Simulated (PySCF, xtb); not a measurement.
dibromo(difluoro)methane (CBr₂F₂), SMILES FC(F)(Br)Br.

xtb with GFN2-xTB at its own geometry gives an orbital gap of 4.20 eV and a dipole moment of 1.08 D.

Coordinates come from a PBE-D3(BJ)/def2-SVP optimisation.

What does PBE/def2-TZVP run with PySCF give? (Estimate from the structure and the level; the computed values follow.)

gap 4.39 eV (levels -7.27 and -2.89 eV), dipole 0.27 D.
